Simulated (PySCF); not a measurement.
Species: C7H9 (charge +1).
SMILES with atom numbers: `[CH2:1]=[C:2]([CH3:3])[CH2:4][c+:5]1[cH:6][cH:7]1`

Structure used (GFN2-xTB), in Å, numbered top down from 1:
```xyz
16
C7H9 angstrom
C     -1.411    1.172    0.403
C     -0.890   -0.046    0.397
C     -1.341   -1.173   -0.463
C      0.266   -0.391    1.375
C      1.314    0.108    0.549
C      2.118    1.163    0.091
C      2.157   -0.023   -0.566
H     -2.267    1.411   -0.204
H     -1.046    1.962    1.037
H     -0.511   -1.615   -1.011
H     -2.088   -0.835   -1.176
H     -1.786   -1.957    0.151
H      0.306   -1.468    1.532
H      0.160    0.147    2.315
H      2.458    2.170    0.184
H      2.552   -0.618   -1.359
```

NICS = −σ at a ghost point: NICS(0) at the centroid of the ring atoms, NICS(1) 1 Å to either side along the normal of their mean plane, zz for the tensor component along that normal. Level: GIAO PBE0/pcSseg-1 (PySCF, non-relativistic, gas phase) on the GFN2-xTB geometry, one conformer.

Ring bond lengths (Å), with Mayer bond orders in brackets: C5–C6 1.403 (1.13), C6–C7 1.356 (1.33), C7–C5 1.404 (1.12).

Task: Give the NICS values of each ring in ppm.

Result: 
```tsv
ring	type	NICS(0)	NICS(1), two faces	NICS(1)zz, two faces	rms pucker (Å)	centre to ring atoms, mean (Å)
C5–C6–C7	3-membered carbocycle; bonds drawn aromatic by RDKit's count	-23.6	-12.1 / -13.9	-23.3 / -25.6	0.00	0.80
```

Task: What can be read from them?

Result: 
- C5–C6–C7: mean NICS(1)zz -24.5 ppm, shielded. NICS(0) lies 11 ppm below the mean NICS(1).

Task: How equal are the bonds by HOMA? HOMA takes Krygowski's 1993 parameters.

Result: 
- C5–C6–C7: HOMA 0.87 = 1 − EN − GEO, with mean bond length 1.388 Å, EN = α(Ropt − mean)² = 0.000 and GEO = α × variance = 0.131.

Task: What is the mean of the two in-plane components of NICS at the first NICS(1) probe listed for ring C5–C6–C7, 1 Å off the ring?

Result: The isotropic value is a third of the trace: (3 × -12.1 − (-23.3))/2 = -6.5 ppm.

Task: Give the inner angles of the rings and the Hirshfeld charges of the ring atoms.

Result: 
- C5–C6–C7: C5 57.8° (+0.145 e), C6 61.2° (+0.112 e), C7 61.1° (+0.108 e); sum 180.0° against 180° for a flat convex ring.

Task: How shielded are the nuclei of the rings and their hydrogens (means over atoms taken as equivalent)?

Result: 
```csv
atoms,environment,σ isotropic (ppm),"principal values of the symmetric part, first atom (ppm)"
C5,unsaturated ring carbon,1.5,"-142.1, -55.4, 202.0"
C6 (×2),unsaturated ring CH carbon,17.6,"-104.5, -49.8, 199.4"
H15 (×2),hydrogen on carbon,21.78,"19.0, 22.3, 23.7"
```
